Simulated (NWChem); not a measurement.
System: BHCl, doublet; SMILES [BH]Cl

Here is an NWChem input.

```
start job
memory heap 200 mb stack 900 mb global 1100 mb
geometry units angstroms noautosym nocenter noautoz
  B      0.132808     1.202989     0.000000
  Cl     0.022959    -0.512221     0.000000
  H     -0.831785     1.928546     0.000000
end
basis spherical
  * library pcj-2
end
dft
  odft
  mult 2
  xc b3lyp
  iterations 150
end
property
  hyperfine
end
task dft property
```

In the optimisation the excess spin sits in a' (Cs, its own frame). Geometry: optimised at PBE0/def2-SVP, spin-unrestricted. No stability test was run on the SCF state. B3LYP is NWChem's, with the RPA form of VWN correlation.

Fermi-contact couplings, non-relativistic, static geometry.

Atoms are numbered as in the input.

**Question.** What results follow from this input? (B3LYP/pcJ-2, spin-unrestricted, contact and dipolar terms.) Quantities: basis functions; A(iso) 11B atom 1 (MHz); A(iso) 35Cl atom 2 (MHz); A(iso) 1H atom 3 (MHz); <S²>.

**Answer.** 
| Property | Result |
|---|---|
| number of basis functions | 129 |
| A(iso) 11B atom 1 (MHz) | 512 |
| A(iso) 35Cl atom 2 (MHz) | 30.3 |
| A(iso) 1H atom 3 (MHz) | 135 |
| <S²> | 0.752 |
